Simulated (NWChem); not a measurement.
GaNH3Cl; SMILES [Cl][GaH][NH2]

Results from NWChem. Geometry: optimised at PBE0/def2-SVP. One conformer.

Diagonal of the polarisability tensor at PBE0/def2-SVPD, static: 52.42, 60.67, 40.92 bohr³.

Find the mean polarisability volume, the molar refraction, and the refractive index that an ideal gas of it would have at 273.15 K and 1 atm.


1. Mean: one third of the trace = 51.34 bohr³ × 0.14818 Å³/bohr³ = 7.61 Å³.
2. Molar refraction (Lorentz-Lorenz): (4π/3) N_A α = 19.2 cm³/mol.
3. Number density p/kT = 2.687 × 10⁻⁵ Å⁻³; n − 1 = 2π N α = 12.84 × 10⁻⁴.
4. These hold the electronic response alone: vibrational and orientational terms add to the static dielectric constant.
